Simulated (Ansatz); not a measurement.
One change: `O[SiH](O)[Si](F)(F)F` becomes `F[Si](F)(F)I`.

Ansatz, PBE0-D4/def2-TZVP geometries, multiplicity 1. Each molecule was computed in one conformer, which needn't be the lowest.

Elements past krypton have def2 core potentials.

```json
{"property": "size of the dipole moment (ωB97M-V/def2-TZVPP) / D", "`O[SiH](O)[Si](F)(F)F`": "4.08"}
{"property": "HOMO–LUMO gap (ωB97M-V/def2-TZVPP) / eV", "`O[SiH](O)[Si](F)(F)F`": "11.95"}
{"property": "size of the dipole moment (B3LYP/def2-TZVPP) / D", "`O[SiH](O)[Si](F)(F)F`": "4.08"}
{"property": "HOMO energy (ωB97M-V/def2-TZVPP) / eV", "`O[SiH](O)[Si](F)(F)F`": "-10.77"}
{"property": "HOMO energy (PBE/def2-TZVPP) / eV", "`O[SiH](O)[Si](F)(F)F`": "-7.20"}
{"property": "HOMO–LUMO gap (PBE/def2-TZVPP) / eV", "`O[SiH](O)[Si](F)(F)F`": "5.84"}
```

Task: Give the same properties after the change, and the shifts. (Best estimate.)

Result: The calculation gave: 
| property | `F[Si](F)(F)I` | shift |
| --- | --- | --- |
| size of the dipole moment (ωB97M-V/def2-TZVPP) / D | 1.14 | -2.94 |
| HOMO–LUMO gap (ωB97M-V/def2-TZVPP) / eV | 11.97 | 0.02 |
| size of the dipole moment (B3LYP/def2-TZVPP) / D | 1.22 | -2.86 |
| HOMO energy (ωB97M-V/def2-TZVPP) / eV | -10.75 | 0.02 |
| HOMO energy (PBE/def2-TZVPP) / eV | -7.40 | -0.20 |
| HOMO–LUMO gap (PBE/def2-TZVPP) / eV | 5.74 | -0.10 |

Dipoles are sizes alone; their direction can turn.

B3LYP here is the variant with VWN-RPA as its local correlation; programs differ in this.

Spin–orbit coupling is left out; it splits and shifts lone-pair levels of the heavy atoms by tenths of an eV.
